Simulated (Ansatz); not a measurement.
System (SMILES): O=[SiH] (O-SiH), doublet.
Atoms: Si1, O2, H3. Bonds: Si1-O2, Si1-H3.

Basis-set convergence of the optimised Si1-O2 bond length at B3LYP with Ansatz (a quantum-chemistry and plane-wave program). All functions are spherical. The program fits the integrals of some runs and decomposes those of others, by size. Open shells are unrestricted. No added dispersion term, no relativity. Reference: the value in aug-pcseg-3, 1.5251 Å, itself unsure by roughly 0.0006 Å (its mean distance from aug-cc-pV(Q+d)Z, def2-QZVPPD, pcseg-3). Deviations are taken from unrounded values.

```tsv
basis	functions	optimised Si1-O2 bond length (Å)	minus reference (Å)
cc-pV(D+d)Z	42	1.5405	0.0153
aug-cc-pV(D+d)Z	64	1.5442	0.0191
cc-pV(T+d)Z	83	1.5267	0.0016
jun-cc-pV(T+d)Z	101	1.5280	0.0029
aug-cc-pV(T+d)Z	124	1.5278	0.0027
cc-pV(Q+d)Z	149	1.5255	0.0004
aug-cc-pV(Q+d)Z	215	1.5256	0.0005
```

The smallest set listed that lies within 0.005 Å of the reference with all its larger relatives (same family, alike in diffuse functions; a set with none counts only in the reference's own line) is cc-pV(T+d)Z (83 functions, 0.0016 Å off).
